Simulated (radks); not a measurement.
The numbers below are computed, except where a source is named.
Q: Coherent X-ray form factor from a spherical all-electron density. Level of theory: scalar-relativistic Kohn-Sham, BLYP, spin-polarised, spherical densities, finite nucleus; Fermi nuclear charge, rms radius of each element as measured or else 0.836 A^(1/3) + 0.57 fm (a radial shooting solver on a logarithmic mesh with Libxc functionals).

sin(theta)/lambda (1/angstrom)  f0 (electrons)
0.05                                    10.763
0.1                                     10.175
0.15                                     9.462
0.2                                      8.759
0.25                                     8.089
0.3                                      7.437
0.4                                      6.170
0.5                                      5.017
0.6                                      4.056
0.8                                      2.742
1                                        2.038
1.25                                     1.608
1.5                                      1.390
2                                        1.118

The species is in the configuration that NIST lists as its ground one. Which atom or ion scatters so?

A: The magnesium ion Mg+, [Ne] 3s1. Extrapolating in s^2 from the first two rows gives f0(0) = 11.0, near the electron count 11; among species with that count, the fall with angle is slower the higher Z, and the table is that of Z = 12; from so few rows the species is fixed only to a neighbour or two.
